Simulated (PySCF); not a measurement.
Gas-phase reaction: 2 SnH2 + SnHCl3 → 2 SnHCl + SnH3Cl. Level: M06-2X/def2-TZVP†; standard pressure 1 bar.

Computed with PySCF and rigid-rotor harmonic-oscillator thermochemistry at 1 bar. † marks an energy on the PBE0/def2-TZVP geometry and frequencies. All species are closed-shell singlets. Sn: scalar-relativistic def2 core potential, no spin-orbit coupling. SnH2, SnHCl3, SnHCl, SnH3Cl: computed as isolated molecules; such fragments, hydroxides, amides, oligomers or adducts are transient or little studied in the gas. The harmonic model lacks anharmonicity and excited electronic states, which grow with temperature; levels with a mode under 35 cm⁻¹ are left out. Soft modes under 120 cm⁻¹ make the harmonic entropy rough for SnHCl3.

```
T (K)  1000/T (1/K)  log10 K
-----  ------------  -------
1200         0.8333     5.45
1400         0.7143     4.77
1600         0.6250        ?
1800         0.5556     3.86
2000         0.5000     3.54
2500         0.4000     2.96
```

Fit log10 K = a + b·(1000/T) to the five rows, get the mean ΔH° and ΔS°, and predict log10 K at 1600 K.

Means: 1000/T = 0.6006, log10 K = 4.116. Sums of products about the means: Sxy = 0.68614, Sxx = 0.119463, so b = Sxy/Sxx = 5.74 and a = 4.116 − (5.74)×0.6006 = 0.67.
ΔH° = −R ln 10 × 1000 K × b = −19.145 × (5.74) = -110 kJ; ΔS° = R ln 10 × a = 13 J/K. The run's own values go from -109 kJ and 13 J/K at 1200 K to -110 kJ and 13 J/K at 2500 K.
Prediction at 1600 K: 0.67 + (5.74)×0.6250 = 4.26. The computed value is 4.26, 0.00 from the line.
For scale, ΔH°(298 K) is -106 kJ at this level, -105 kJ at ωB97M-V/def2-TZVP†, and runs from -139 to -86 kJ over the 18 levels computed.
